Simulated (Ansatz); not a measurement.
ClH4O4Ta (`[OH][Ta]([OH])([OH])([OH])[Cl]`). Charge 0, multiplicity 1. Ta takes the def2 core potential. The geometry is a stationary point of PBE0-D4/def2-TZVP. It is one conformer, not always the lowest.

```xyz
10

O    -0.927   -0.087   -1.473
Ta    0.101   -0.008    0.147
O     1.224   -0.344    1.626
O     1.038    1.542   -0.414
O    -1.422    0.405    1.198
Cl    0.708   -2.234   -0.502
H    -1.034   -0.780   -2.125
H     1.776   -1.037    1.985
H     0.817    1.988   -1.235
H    -2.280    0.555    0.794
```

(1) What is the dipole moment at ωB97M-V/def2-TZVPP? (Estimate.)

(2) And with PBE, r2SCAN, B3LYP? (Best estimate.)

(3) Give the Mulliken charges with ωB97M-V, PBE, r2SCAN in def2-TZVPP. (Estimate.)

Results:

(1) The calculation gave: 2.07 D, with components (-1.30, 0.99, -1.27) D in this frame, pointing from negative to positive charge.

(2) Ansatz gave: PBE 2.04 D, r2SCAN 2.10 D, B3LYP 2.06 D.

(3) Computed: 
```json
{"atom": "O1", "ωB97M-V": "-0.40", "PBE": "-0.36", "r2SCAN": "-0.44"}
{"atom": "Ta2", "ωB97M-V": "1.01", "PBE": "0.84", "r2SCAN": "1.11"}
{"atom": "O3", "ωB97M-V": "-0.34", "PBE": "-0.30", "r2SCAN": "-0.39"}
{"atom": "O4", "ωB97M-V": "-0.36", "PBE": "-0.32", "r2SCAN": "-0.39"}
{"atom": "O5", "ωB97M-V": "-0.36", "PBE": "-0.32", "r2SCAN": "-0.39"}
{"atom": "Cl6", "ωB97M-V": "-0.33", "PBE": "-0.35", "r2SCAN": "-0.38"}
{"atom": "H7", "ωB97M-V": "0.19", "PBE": "0.20", "r2SCAN": "0.22"}
{"atom": "H8", "ωB97M-V": "0.19", "PBE": "0.20", "r2SCAN": "0.21"}
{"atom": "H9", "ωB97M-V": "0.20", "PBE": "0.21", "r2SCAN": "0.22"}
{"atom": "H10", "ωB97M-V": "0.20", "PBE": "0.21", "r2SCAN": "0.22"}
```

B3LYP here is the variant with VWN-RPA as its local correlation; programs differ in this.
